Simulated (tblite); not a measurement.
Input of a run (GFN2-xTB geometry optimisation, gas phase (tblite 0.8.0)), started from a force field or distance geometry:
```
{"job": {"kind": "relax", "xc": "GFN2-xTB", "basis": "xTB"}, "charge": 0, "multiplicity": 1}
C     -3.276000    -1.200500    -0.171900
C     -2.507000    -0.162800     0.113400
C     -1.135400    -0.428200     0.714600
P      0.045600     0.297900    -0.450800
C      0.017500     2.089000    -0.440300
O     -0.283000    -0.251800    -1.831300
C      1.727200    -0.206200    -0.090000
C      2.674100     0.122200    -0.987800
C      2.105300    -0.957900     1.149200
H     -2.998500    -2.238000    -0.003300
H     -4.262300    -0.982800    -0.596200
H     -2.821800     0.853200    -0.048800
H     -1.078300     0.006900     1.730500
H     -0.968300    -1.515400     0.776700
H      0.903600     2.448400    -1.033200
H      0.114000     2.515500     0.579200
H     -0.868200     2.493700    -0.958100
H      2.297000     0.654600    -1.858600
H      3.709500    -0.141400    -0.852700
H      1.347900    -1.755000     1.291600
H      2.133200    -0.245700     1.985500
H      3.113400    -1.376300     0.981300
```

Output (eV, eV/Å):
```
step      E/eV     max force
  0    -766.58999    4.366
  1    -766.81776    3.063
  2    -766.90822    0.550
  3    -766.93958    0.563
  4    -766.98064    0.345
  5    -766.99519    0.282
  6    -767.00795    0.275
  7    -767.01444    0.233
  8    -767.02062    0.194
  9    -767.02675    0.156
 10    -767.03031    0.155
 11    -767.03449    0.183
 12    -767.03894    0.217
 13    -767.04440    0.173
 14    -767.04939    0.221
 15    -767.05290    0.172
 16    -767.05587    0.119
 17    -767.05877    0.116
 18    -767.06144    0.109
 19    -767.06366    0.118
 20    -767.06553    0.089
 21    -767.06731    0.104
 22    -767.06899    0.103
 23    -767.07045    0.084
 24    -767.07174    0.083
 25    -767.07306    0.085
 26    -767.07450    0.112
 27    -767.07599    0.096
 28    -767.07749    0.093
 29    -767.07906    0.101
 30    -767.08067    0.108
 31    -767.08207    0.112
 32    -767.08310    0.073
 33    -767.08394    0.061
 34    -767.08495    0.090
 35    -767.08632    0.114
 36    -767.08790    0.120
 37    -767.08948    0.086
 38    -767.09113    0.096
 39    -767.09304    0.123
 40    -767.09515    0.143
 41    -767.09698    0.113
 42    -767.09829    0.074
 43    -767.09946    0.084
 44    -767.10104    0.121
 45    -767.10318    0.148
 46    -767.10547    0.122
 47    -767.10736    0.106
 48    -767.10872    0.100
 49    -767.10900    0.147
 50    -767.11071    0.095
 51    -767.11164    0.051
 52    -767.11284    0.060
 53    -767.11348    0.077
 54    -767.11416    0.064
 55    -767.11469    0.046
 56    -767.11524    0.043
 57    -767.11567    0.053
 58    -767.11631    0.057
 59    -767.11703    0.070
 60    -767.11791    0.081
 61    -767.11885    0.073
 62    -767.11977    0.076
 63    -767.12056    0.062
 64    -767.12126    0.060
 65    -767.12198    0.055
 66    -767.12279    0.063
 67    -767.12370    0.066
 68    -767.12465    0.060
 69    -767.12560    0.070
 70    -767.12644    0.084
 71    -767.12726    0.086
 72    -767.12822    0.072
 73    -767.12982    0.077
 74    -767.13115    0.090
 75    -767.13274    0.080
 76    -767.13426    0.107
 77    -767.13574    0.119
 78    -767.13811    0.143
 79    -767.14062    0.075
 80    -767.14227    0.081
 81    -767.14309    0.071
 82    -767.14455    0.086
 83    -767.14659    0.125
 84    -767.14920    0.171
 85    -767.15097    0.159
 86    -767.15405    0.121
 87    -767.15608    0.105
 88    -767.15784    0.088
 89    -767.15962    0.086
 90    -767.16088    0.100
 91    -767.16184    0.057
 92    -767.16246    0.055
 93    -767.16303    0.057
 94    -767.16387    0.068
 95    -767.16493    0.084
 96    -767.16601    0.084
 97    -767.16695    0.061
 98    -767.16786    0.073
 99    -767.16915    0.096
100    -767.17103    0.123
101    -767.17331    0.120
102    -767.17512    0.075
103    -767.17635    0.078
104    -767.17712    0.065
105    -767.17799    0.055
106    -767.17877    0.068
107    -767.17942    0.059
108    -767.17997    0.051
109    -767.18051    0.049
110    -767.18110    0.051
111    -767.18187    0.056
112    -767.18279    0.096
113    -767.18387    0.090
114    -767.18488    0.069
115    -767.18571    0.058
116    -767.18619    0.059
117    -767.18667    0.047
118    -767.18713    0.034
119    -767.18731    0.028
120    -767.18753    0.026
121    -767.18773    0.028
122    -767.18797    0.040
123    -767.18821    0.043
124    -767.18845    0.038
125    -767.18869    0.032
126    -767.18893    0.043
127    -767.18917    0.045
128    -767.18942    0.032
129    -767.18965    0.030
130    -767.18983    0.031
131    -767.19002    0.028
132    -767.19018    0.034
133    -767.19033    0.026
134    -767.19044    0.023
135    -767.19054    0.018
136    -767.19064    0.023
137    -767.19074    0.023
138    -767.19084    0.024
139    -767.19091    0.013
140    -767.19095    0.011
141    -767.19098    0.012
142    -767.19100    0.010
```

Task: Summarise the run.

Result: The energy falls by 0.601 eV over 142 L-BFGS steps, the largest force on an atom goes from 4.37 to 0.010 eV/Å, and the atoms move by 0.764 Å rms after alignment. The bond that changes most is P4=O6 (phosphoryl phosphorus to phosphoryl oxygen), which shortens by 0.056 Å. Bonds longer at the end by more than 0.005 Å: 4 of 21; shorter: 14. Among the angles that change most is O6–P4–C7, from 106.5° to 114.2°. Among the dihedrals that turn most is C5–P4–C7–C8, from -65° to -121°. The energy never rose by more than 1e-5 eV on the way. The first step brought 38 % of the lowering.

Task: What are the final bond lengths?

Result: C1=C2 1.321 Å, C2–C3 1.489 Å, C3–P4 1.855 Å, P4–C5 1.837 Å, P4=O6 1.465 Å, P4–C7 1.828 Å, C7=C8 1.324 Å, C7–C9 1.494 Å, C1–H10 1.077 Å, C1–H11 1.076 Å, C2–H12 1.083 Å, C3–H13 1.089 Å, C3–H14 1.093 Å, C5–H15 1.089 Å, C5–H16 1.085 Å, C5–H17 1.088 Å, C8–H18 1.078 Å, C8–H19 1.079 Å, C9–H20 1.090 Å, C9–H21 1.088 Å, C9–H22 1.088 Å. Numbering counts from 1 in the input's order; the species is `C[P@@](C(C)=C)(CC=C)=O`.

Time: 1.3 s. Hardware: Arm Neoverse V1, one thread, no GPU, shared host with 32 logical CPUs at a one-minute load of 30.

Its GFN2-xTB frequencies are all real (lowest 37 cm⁻¹). The numbers are those of one conformer. 3 starts were optimised and ended at 0.00, 0.05 and 0.19 kcal/mol (GFN2-xTB); the lowest of these is shown.

The numbers are calculated, not measured.
